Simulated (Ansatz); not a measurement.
Program: Ansatz 0.2.0.

A structure relaxed at PBE0-D4/def2-TZVP, charge 0, multiplicity 1:

```xyz
12

Si    1.792   -0.857   -0.470
Si   -0.085    0.286   -1.301
O    -0.887    1.092   -0.123
Ge   -1.569    0.647    1.456
H     1.385   -1.883    0.531
H     2.494   -1.550   -1.587
H     2.749    0.075    0.187
H    -0.980   -0.708   -1.965
H     0.338    1.279   -2.324
H    -2.187    1.934    2.011
H    -0.423    0.134    2.345
H    -2.626   -0.448    1.238
```

(1) Give its formula and SMILES.

(2) Summarise the bond lengths by kind.

## Answers

(1) GeH8OSi2, `[SiH3][SiH2][O][GeH3]`.

(2) 1 × Si–Si 2.349 Å; 5 × H–Si 1.487 to 1.493 Å; 1 × O–Si 1.638 Å; 1 × Ge–O 1.776 Å; 3 × Ge–H 1.532 to 1.538 Å.
